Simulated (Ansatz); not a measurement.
Consider the atomization: `C#[C][InH][NH2]` → 2 C• + 4 H• + In• + N•.

Gas-phase electronic energies from Ansatz, PBE0-D4/def2-TZVP geometries. CBS: MP2 limit from def2 TZ/QZ plus the TZ coupled-cluster correction, frozen cores. This one scheme is used for every species, atoms too. Functionals use def2-TZVPP. No spin–orbit coupling; open shells (•) take unrestricted orbitals. Spin–orbit coupling would lower the free atoms: a little for C; strongly for In. Elements past krypton have def2 core potentials. For In outer-core shells are correlated without core-valence functions, so the limit isn't a true one: a few kJ/mol of doubt a bond, and 10 to 20 or more in all where bonds break to atoms. Each species was taken in one conformer, which may not be the lowest.

| level | ΔE (kcal/mol) |
| --- | --- |
| CAM-B3LYP-D4 | 663.1 |
| revPBE | 647.5 |
| r2SCAN0 | 643.3 |
| MP2/def2-QZVPP | 668.6 |

(1) What does CCSD(T)/CBS give? (An estimate is asked.)

Largest T1 diagnostic among the species: 0.016.

## Answers

(1) Computed: +664.1 kcal/mol. The listed levels differ from it by -1.0, -16.6, -20.8, 4.5 kcal/mol.

In def2-TZVPP, CCSD(T) changes the Hartree–Fock value by +195.3 kcal/mol (the triples alone add +14.1 kcal/mol) and MP2 by +207.8 kcal/mol; breaking electron pairs costs correlation energy, which Hartree–Fock lacks. From r2SCAN to r2SCAN0 (25 % exact exchange), in def2-TZVPP and without D4, ΔE moves by −14.3 kcal/mol: exact exchange takes away binding that semilocal exchange gives to molecules. At CCSD(T), def2-SVP lies −46.9 kcal/mol from the extrapolated value and def2-TZVPP −19.9 kcal/mol: correlation converges slowly with the basis, and small sets miss more of it in the bonded molecule than in its fragments.

For atomizations the MP2-based limit and the directly extrapolated one differ by several kJ/mol either way, and by 10 to 25 for some Ge, Se and Sn compounds, so smaller differences from it don't rank the levels.
